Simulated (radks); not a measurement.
Results of a calculation; reference values are marked as such.
Ionisation of neutral krypton, [Kr], to [Ar] 3d10 4s2 4p5 as the strength of local exchange is varied. Code: a radial shooting solver on a logarithmic mesh with Libxc functionals. Model: non-relativistic Kohn-Sham, Slater X-alpha exchange (alpha = 2/3 is LDA exchange), no correlation, spin-unpolarised, spherical densities, point nucleus.

| alpha | E(Kr) (hartree) | exchange (hartree) | IE (eV) | -e of the level emptied (eV) | <r> of it (bohr) |
|---|---|---|---|---|---|
| 0.667 | -2746.91034 | -88.52467 | 13.135 | 8.164 (4p) | 1.970 |
| 0.721 | -2754.08635 | -95.93442 | 13.832 | 8.791 (4p) | 1.946 |
| 0.789 | -2763.14866 | -105.31661 | 14.731 | 9.605 (4p) | 1.917 |
| 0.813 | -2766.35401 | -108.64164 | 15.054 | 9.899 (4p) | 1.907 |
| 0.822 | -2767.55693 | -109.89036 | 15.176 | 10.010 (4p) | 1.903 |
| 0.829 | -2768.49289 | -110.86228 | 15.272 | 10.097 (4p) | 1.901 |
| 0.861 | -2772.77544 | -115.31305 | 15.710 | 10.497 (4p) | 1.888 |
| 0.875 | -2774.65106 | -117.26424 | 15.904 | 10.674 (4p) | 1.882 |

NIST Atomic Spectra Database: 14.000 eV (measured). The Delta-SCF value meets it near alpha = 0.73. Spin polarisation and multiplet splitting are left out, so open shells lie too high by an amount that depends on their filling.

Beside tabulated values, note that spin-unpolarised runs miss the spin-polarisation part of the exchange energy of open shells.
